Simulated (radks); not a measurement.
Values are calculated unless marked as measured or tabulated.
Excited configurations of Tl III: one electron is placed in a higher orbital outside [Xe] 4f14 5d10. The ground configuration is [Xe] 4f14 5d10 6s1. Level of theory: scalar-relativistic Kohn-Sham, r2SCAN, spin-polarised, spherical densities, finite nucleus; open shells are filled with parallel spins first (spin-orbit coupling, left out, can overturn this in heavy ions); meta-GGA in the generalised Kohn-Sham scheme; Fermi nuclear charge, rms radius 5.4759 fm (a radial shooting solver on a logarithmic mesh with Libxc functionals). Excitation = E - E(ground); binding = E(ion) - E, where the ion is the core of charge +3; n* = 3/sqrt(2 binding) in atomic units, and the quantum defect is n - n*.

outer orbital,excitation (eV),binding (eV),n*,quantum defect
5f,22.231,7.971,3.919,1.081
6p,9.813,20.389,2.451,3.549
6d,18.636,11.566,3.254,2.746
6f,24.868,5.334,4.791,1.209
7s,17.176,13.026,3.066,3.934
7p,20.069,10.133,3.476,3.524
7d,23.413,6.790,4.247,2.753
7f,26.443,3.759,5.707,1.293

The Delta-SCF ionisation energy is 30.202 eV (NIST Atomic Spectra Database: 29.852 eV, measured). Self-interaction in the functional shifts the binding energies and quantum defects, so they are the method's values and not measured ones.
